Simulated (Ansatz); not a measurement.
Consider the formal exchange of groups at the Se–Sn bond: `C[O][SnH2][SeH]` + `[SiH3]C=S` → `S=C[SiH2][SeH]` + `C[O][SnH3]`.

Computed with Ansatz on PBE0-D4/def2-TZVP structures; ΔE is electronic, products minus reactants. CBS: MP2 limit from def2 TZ/QZ plus the TZ coupled-cluster correction, frozen cores. Elements past krypton have def2 core potentials. For Se, Sn outer-core shells are correlated without core-valence functions, which leaves a few kJ/mol of doubt a bond. Scalar relativity is left out up to krypton. One conformer a species, not always the lowest.

```json
{"species": "`C[O][SnH2][SeH]`", "MP2/def2-TZVPP energy (Eh)": "-2730.50631"}
{"species": "`[SiH3]C=S`", "MP2/def2-TZVPP energy (Eh)": "-727.11675"}
{"species": "`S=C[SiH2][SeH]`", "MP2/def2-TZVPP energy (Eh)": "-3127.26302"}
{"species": "`C[O][SnH3]`", "MP2/def2-TZVPP energy (Eh)": "-330.35159"}
```

(1) Work out ΔE.

Largest T1 diagnostic among the species: 0.015.

## Answers

(1) ΔE = (-3127.26302) + (-330.35159) − (-2730.50631) − (-727.11675) = 0.00845 Eh = +22.2 kJ/mol. CCSD(T)/CBS gives +27.9 kJ/mol.

In def2-TZVPP, CCSD(T) changes the Hartree–Fock value by −5.7 kJ/mol (the triples alone add −0.1 kJ/mol) and MP2 by −5.4 kJ/mol.
